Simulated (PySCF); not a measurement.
Isomers of C4H7B, mass 66.064 u with the commonest isotopes. Level of theory: PBE0-D3(BJ)/def2-SVP geometry optimisation, gas phase (PySCF 2.14.0). One conformer each, none proved a minimum here; rigid rotors.

Question: Order these by rotational constant C, smallest first.
A. `C(#CC)BC`
B. `[BH2:1][CH2:2][C:3]#[C:4][CH3:5]` with H–B1–C2–C3 179° and -2°
C. `[BH2:1][C@@H:2]1[CH2:3][C:4]1=[CH2:5]` with H–B1–C2–C3 -175° and 8°

Answer: A (1821 MHz), B (1969 MHz), C (3534 MHz).

Question: Order these by radius of gyration √(Σ m r²/M), smallest first.
A. `[BH2:1][C@@H:2]1[CH2:3][C:4]1=[CH2:5]` with H–B1–C2–C3 -175° and 8°
B. `[BH2:1][CH2:2][C:3]#[C:4][CH3:5]` with H–B1–C2–C3 179° and -2°
C. `CC#CBC`

Answer: A (1.530 Å), B (1.983 Å), C (2.061 Å).

Question: Order these by rotational constant B, largest first.
A. `[BH2:1][CH2:2][C:3]#[C:4][CH3:5]` with H–B1–C2–C3 179° and -2°
B. `CBC#CC`
C. `[BH2:1][C@@H:2]1[CH2:3][C:4]1=[CH2:5]` with H–B1–C2–C3 -175° and 8°

Answer: C (4757 MHz), A (2093 MHz), B (1913 MHz).

| SMILES | point group | Ia (u·Å²) | Ib (u·Å²) | Ic (u·Å²) | κ | μa (D) | μb (D) | μc (D) |
| --- | --- | --- | --- | --- | --- | --- | --- | --- |
| B[C@@H]1CC1=C | C1 | 60.19 | 106.23 | 143.00 | -0.50 | 0.75 | 0.80 | 0.39 |
| CBC#CC | near Cs | 19.53 | 264.22 | 277.50 | -0.99 | 1.39 | 0.82 | 0.01 |
| BCC#CC | – | 21.42 | 241.49 | 256.71 | -0.99 | 0.29 | 0.50 | 0.02 |
